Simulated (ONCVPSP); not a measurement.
**Before and after: ONCV potential for Pd (Z = 46)**

| Quantity | Value |
| --- | --- |
| Element | palladium |
| Generator | ONCVPSP 4.0.1 |
| Type | optimised norm-conserving Vanderbilt (ONCV) |
| Functional | PBEsol |
| Relativity | scalar-relativistic |
| Frozen core | [Ar] 3d10 |
| Valence charge | 18 |
| Reference configuration | 4s2 4p6 4d9 5s1 |
| Partial waves | 4s+5s: rc 1.55 bohr, ncon 3, nbas 6, qcut 8.7 1/bohr, 3 projectors, debl 2.3 Ha; 4p: rc 1.10 bohr, ncon 4, nbas 8, qcut 5.9 1/bohr, 2 projectors, debl 2.3 Ha; 4d: rc 1.25 bohr, ncon 5, nbas 9, qcut 8.9 1/bohr, 2 projectors, debl 2.3 Ha |
| Local potential | polynomial inside 0.70 bohr (lpopt 5, dvloc0 4 Ha) |
| Core correction | Teter function fitted to the true core (icmod 2), fcfact 0.3 |

Change: p: nbas 9.

Cutoffs: the cutoffs (Ha) at which the residual kinetic energy of the hardest occupied pseudo-wave falls to 1 and 0.1 mHa per electron; they do not see the model core or the augmentation charge, which bear on the density cutoff. Errors are all-electron minus pseudo energies relative to the spin-unpolarised reference configuration.

Problem. What does the change do?

Solution. The potential gets harder (147 Ha and 175 Ha → 188 Ha and 229 Ha); the errors of the 4 common tests hardly move; neither file shows a bound ghost.

```tsv
quantity	base	changed
cutoff, loose	147 Ha	188 Ha
cutoff, tight	175 Ha	229 Ha
loose cutoff by channel	s 26 Ha, p 147 Ha, d 32 Ha	s 26 Ha, p 188 Ha, d 32 Ha
bound ghosts	none	none
GHOST(+) flags under 300 eV	s at 155.7 eV	s at 155.7 eV
error for 4s2 4p6 4d10 5s0, meV [ΔE -1.51 eV]	-2.8	-2.8
error for 4s2 4p6 4d9 5s0, meV [ΔE 7.61 eV]	-1.7	-1.7
error for 4s2 4p6 4d8 5s0, meV [ΔE 28.43 eV]	-2.8	-2.8
error for 4s1 4p6 4d10 5s0, meV [ΔE 89.98 eV]	-199	-198
s: phases at 1.57 bohr within 0.05 rad from the reference energy up to (Ha; the scan ends near 5)	to the end of the scan	to the end of the scan
p: phases at 1.12 bohr within 0.05 rad from the reference energy up to (Ha; the scan ends near 5)	to the end of the scan	to the end of the scan
d: phases at 1.27 bohr within 0.05 rad from the reference energy up to (Ha; the scan ends near 5)	to the end of the scan	to the end of the scan
rms error of d²Exc/dni dnj with the model core, mHa	0.83	0.82
```
